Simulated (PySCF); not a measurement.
Compound: C5H9NO.
Bonds: C1–C2 (double), C2–C3, C3–O4 (double), C3–N5, N5–C6, N5–C7. Hydrogens: H8, H9 on C1; H10 on C2; H11, H12, H13 on C6; H14, H15, H16 on C7.

The computed photoelectron lines, unassigned: C 1s: 290.39 (area 1), 290.66 (area 1), 292.03 (area 2), 293.17 (area 1) eV; N 1s: 405.52 eV; O 1s: 536.28 eV.

Method used: PySCF, delta-SCF UKS SCAN, pcX-2 on the ionised atom, pcseg-1 elsewhere, spin-free X2C. Isolated species at its PBE0-D3(BJ)/def2-SVP geometry (one conformer only).

(1) Assign the C 1s lines to atoms.

Results:

(1) 290.39 eV: C1 (terminal =CH2 carbon); 290.66 eV: C2 (alkene CH carbon); 292.03 eV: C6/C7 (N-methyl carbon); 293.17 eV: C3 (amide carbonyl carbon). Lowest listed C 1s: C1, bonded to C (double bond) and 2 H. Highest, 2.78 eV above it: C3, bonded to O (double bond), N and C. The widest gap between neighbouring values is 1.37 eV, between 290.66 and 292.03 eV.

Bonded neighbours of each site: C1: C (double bond) and 2 H; C2: C (double bond), C and H; C3: O (double bond), N and C; O4: C (double bond); N5: 3 C; C6/C7: N and 3 H.

Question: Which photon energy gives electrons from O 1s of O4 a kinetic energy of 20 eV, and what is their de Broglie wavelength?

Answer: hν = 536.28 + 20 = 556.28 eV, recoil neglected; λ = 12.264 Å/√(E/eV) = 2.74 Å.

Topologically equivalent atoms share the value of their first member; where this conformer doesn't relate them by symmetry, their own values could differ.

The values belong to the conformer `[CH2:1]=[CH:2][C:3](=[O:4])[N:5]([CH3:6])[CH3:7]`: C1–C2–C3–O4 5°, C2–C3–N5–C6 3°.
